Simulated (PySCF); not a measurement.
# Distorted geometries of [Pr(H2O)]3+

[Pr(H2O)]3+ (singlet in the valence; each metal's 4f electrons, 2 of them, lie in its core potential, out of spins and levels). PySCF 2.14.0, RKS B3LYP, Pr lcecp-1-SVP with ECP48, O def2-SVP, H def2-SVP; non-relativistic Hamiltonian with scalar-relativistic core potentials where named; density fitting; no spin-orbit coupling. Relaxed geometry:

```xyz
4

Pr    0.0000    0.0000   -0.1355
O     0.0000    0.0000    2.1608
H     0.7803    0.0000    2.7903
H    -0.7803    0.0000    2.7903
```

Q: Order these distorted geometries by energy above the relaxed one, lowest first.
A.
```xyz
4

Pr    0.0227    0.0457   -0.2178
O     0.0123    0.0054    2.2456
H     0.8386   -0.0334    2.8119
H    -0.8736   -0.0177    2.7662
```
B.
```xyz
4

Pr    0.0756    0.0897   -0.1963
O    -0.0228   -0.0664    2.1167
H     0.8681   -0.0538    2.7785
H    -0.9210    0.0305    2.9069
```
C.
```xyz
4

Pr   -0.0136    0.0050   -0.1447
O     0.0266    0.0115    2.1823
H     0.7877   -0.0170    2.7868
H    -0.8006    0.0004    2.7815
```

A: C (0.04 eV), A (0.24 eV), B (0.73 eV).

Q: Which forces (eV/Å) act in the one that lies 0.73 eV up?

A: 
```
Pr  -0.12 -0.12  0.66
O   -0.37  0.72  3.64
H   -2.68 -0.15 -1.63
H    3.17 -0.45 -2.67
```
Forces carry noise of the integration grid, about 0.01 to 0.03 eV/Å.

An lcecp potential fixes the number of 4f electrons, so in runs with it no electron can move into or out of that shell.
